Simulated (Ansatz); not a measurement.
A run for Ansatz (an electronic-structure program): R-B3LYP/def2-TZVPPD on H3IS (a complex), monomers drawn apart or pushed together. Elements past Kr take the def2 small-core potentials; no spin–orbit coupling. Files ending in .json are basis or fitting sets from the Basis Set Exchange.

Ansatz 0.2 input:
```yaml
crystal:
  periodic: [false, false, false]
  atoms:
    - {symbol: S, position_ang: [-0.09462111, 0.07228081, 0.10211770]}
    - {symbol: H, position_ang: [0.05622807, 1.40178412, 0.21974022]}
    - {symbol: H, position_ang: [-1.39045405, 0.12642748, 0.45124834]}
    - {symbol: I, position_ang: [0.72859396, -0.18240860, 3.86452175]}
    - {symbol: H, position_ang: [0.45088068, -0.15822208, 2.25502094]}
basis:
  gaussian:
    orbitals: def2-TZVPPD.json
hamiltonian:
  xc: {name: B3LYP}
scf: {lower_state_search: off}
```

The log:

```
WARN ansatz: RAYON_NUM_THREADS=1 ignored (pool sized by the plan → 1); use --threads N
Functional definition: B3LYP
these checks for a lower state are left out or cut short: stability, starts, cluster_reference, orbital_swaps, neighbouring_geometries, increment
integrals: 0.07 GiB planned
964 factors; their error is unknown
mean field: 0.62 GiB planned
mean field evaluation 1: about -18988.3626 eV, gradient 1.3e1 eV
mean field evaluation 2: about -18988.4815 eV, gradient 1.3e1 eV
mean field evaluation 4: about -18988.8427 eV, gradient 8.7e-1 eV
mean field evaluation 8: about -18989.0539 eV, gradient 5.9e-1 eV
mean field evaluation 16: about -18989.0542 eV, gradient 2.4e-5 eV
mean field -18989.05424443 eV, -697.8348722395 hartree, gradient 4.9e-6 eV, S^2 0.000000; 0 other end points of the search recorded, 0 dependent functions left out
reference -18989.05451147 eV, -697.8348820531 hartree; 22, 22 occupied and 139, 139 virtual orbitals, 964 factors
Total energy: -18989.05451147 eV, -697.8348820531 hartree
Checks for a lower state left out: stability, starts, cluster_reference, orbital_swaps, neighbouring_geometries, increment
```

The calculation finished and met its thresholds.

Cost: very roughly 1.3 core-seconds.
